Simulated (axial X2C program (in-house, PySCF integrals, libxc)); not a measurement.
## RuP⁺: bond constants with and without spin–orbit coupling

All values were computed with an in-house all-electron X2C program for linear molecules (integrals from PySCF). Spin-free means the one-electron spin-free X2C Hamiltonian; two-component (2c) means X2C with spin–orbit coupling and atomic mean-field two-electron Coulomb and Gaunt terms, so the difference of the two also holds small scalar two-electron terms. Basis: Ru dyall-cv3z [12s12p8d5f3g], P dyall-v3z [8s7p2d1f] (cores contracted in-house); Gaussian nuclei, density fitting, unrestricted open shells. Masses: Ru 101.904 u, P 30.974 u.

The run was started with this input:
```json
{"zs": [44, 15], "q": 1, "bas": ["dyall-cv3z", "dyall-v3z"], "levels": ["PBE0", "HF", "PBEsol"], "cc": true, "r0": 2.16, "thr": -2.0, "nmax": 90, "npts": 10, "nst": 2, "ntry": 6}
```
```bash
python so2c.py task.json out
```

Keys: zs atomic numbers; q charge; bas basis sets; levels methods; cc coupled cluster on or off; r0 starting distance in Å; thr threshold in hartree for freezing inner shells (an s shell follows its p shell); nmax most natural virtual spinors; npts points on the curve; nst determinants followed; ntry starts of the search. HF also brings MP2.

State, spin-free: M_S = 1, Λ = 2 (beyond evenly filled blocks: σα, δ+α, δ+β, δ-α); electrons by block: σα: 14, σβ: 13, π+α: 6, π+β: 6, π-α: 6, π-β: 6, δ+α: 2, δ+β: 2, δ-α: 2, δ-β: 1. Fragments: Ru+ + P.

State, 2c: Ω = 3 (⟨Sz⟩ = 1.00, ⟨Lz⟩ = 2.00 at PBE0); electrons by block: 1/2: 20, -1/2: 19, 3/2: 8, -3/2: 8, 5/2: 2, -5/2: 1. Fragments: Ru+ + P.

```json
{"Hamiltonian": "spin-free", "level": "PBE0", "Re (Å)": "2.012", "ωe (cm⁻¹)": "487.9", "ωexe (cm⁻¹)": "3.97", "Be (cm⁻¹)": "0.1753", "αe (cm⁻¹)": "0.00154", "De (eV)": "3.03", "μ (D)": "0.01"}
{"Hamiltonian": "spin-free", "level": "PBEsol", "Re (Å)": "2.003", "ωe (cm⁻¹)": "580.0", "ωexe (cm⁻¹)": "2.36", "Be (cm⁻¹)": "0.1769", "αe (cm⁻¹)": "0.000755", "De (eV)": "4.67", "μ (D)": "0.45"}
{"Hamiltonian": "2c", "level": "PBE0", "Re (Å)": "2.013", "ωe (cm⁻¹)": "487.8", "ωexe (cm⁻¹)": "3.99", "Be (cm⁻¹)": "0.1752", "αe (cm⁻¹)": "0.00154", "De (eV)": "n/a", "μ (D)": "-0.01"}
{"Hamiltonian": "2c", "level": "PBEsol", "Re (Å)": "2.004", "ωe (cm⁻¹)": "578.3", "ωexe (cm⁻¹)": "2.31", "Be (cm⁻¹)": "0.1767", "αe (cm⁻¹)": "0.000755", "De (eV)": "n/a", "μ (D)": "0.44"}
```

Dipoles are positive if P is the positive end and refer to the centre of mass.

The state is a single determinant with fixed occupations, the lowest that a limited PBE0 search found. De is counted from the lowest determinant-based energies of the atoms at the same level, without counterpoise correction. De is not given where an atomic determinant may have missed its ground term or J level, or where the truncated virtual space spoils (T). Density functionals use the spin component along the axis (collinear). Other states lie close and PBE0, whose exact exchange favours high spin, may order them wrongly; the determinant shown need not be the ground state. The nearest other spin-free determinant of the search, M_S = 0, Λ = 0, lies 0.37 eV up at the distance of the search. Without a current term, density functionals place determinants with orbital angular momentum somewhat too high. With several unpaired electrons one determinant need not be a pure state. At some level and bond length an empty orbital lies below a filled one. The determinant is spin-polarised beyond a pure state at some levels (its spin-free form has ⟨S²⟩ too high), which makes Re and μ there less reliable.

No reliable constants came from CCSD (2c), CCSD (spin-free), CCSD(T) (2c), CCSD(T) (spin-free), HF (2c), HF (spin-free), MP2 (2c), MP2 (spin-free): no minimum in range, unconverged points, a curve that is not smooth, a change of character along it, or the two Hamiltonians disagreeing along it.

Rough cost a point (2c) on 1 thread(s) of a shared host, integrals apart: PBE0 1 s, PBEsol 0.5 s.

The whole task took 4.2 min on 1 thread of Arm Neoverse V1, on a shared host.
